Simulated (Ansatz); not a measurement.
Ligand-field states of trans-NiCl2(NH3)2 (NiN₂Cl₂H₆) at its PBE-D4/def2-SVP geometry (relaxed as a singlet).

```xyz
11

Ni    0.002    0.001   -0.001
Cl    1.585    0.937   -1.186
N     0.298    1.264    1.393
H     1.050    0.932    2.016
H    -0.555    1.368    1.964
H     0.603    2.169    1.005
Cl   -1.583   -0.934    1.183
N    -0.297   -1.263   -1.394
H    -1.105   -0.974   -1.966
H    -0.526   -2.188   -1.001
H     0.528   -1.312   -2.011
```

CASSCF(8,5) on the Ni 3d shell in def2-SVP, averaged with equal weights over 10 triplets and 15 singlets, then SC-NEVPT2; Ansatz, no spin–orbit coupling. The space holds no ligand orbitals and no second d shell, so covalent complexes are described poorly.

Problem. Estimate the states' energies above the lowest.

Solution. 
| state | CASSCF (cm⁻¹) | NEVPT2 (cm⁻¹) |
| --- | --- | --- |
| triplet 1 | 0 | 510 |
| triplet 2 | 63 | 1207 |
| triplet 3 | 1920 | 3302 |
| triplet 4 | 6652 | 8160 |
| triplet 5 | 13338 | 18812 |
| triplet 6 | 13772 | 19889 |
| triplet 7 | 13935 | 20082 |
| triplet 8 | 23559 | 26136 |
| triplet 9 | 32083 | 35902 |
| triplet 10 | 32443 | 35325 |
| singlet 1 | 6070 | 0 |
| singlet 2 | 16826 | 15526 |
| singlet 3 | 17521 | 17036 |
| singlet 4 | 18450 | 18154 |
| singlet 5 | 19883 | 18908 |
| singlet 6 | 29893 | 34130 |
| singlet 7 | 31111 | 34963 |
| singlet 8 | 33309 | 36528 |
| singlet 9 | 34553 | 38507 |
| singlet 10 | 37005 | 40411 |
| singlet 11 | 39104 | 43113 |
| singlet 12 | 39526 | 43313 |
| singlet 13 | 40335 | 45059 |
| singlet 14 | 40432 | 44960 |
| singlet 15 | 70574 | 68852 |
The lowest NEVPT2 state is a singlet. Hardware: 4 threads of Intel Xeon Platinum 8259CL on a shared host. Wall time 28 s, peak host memory 0.74 GiB.
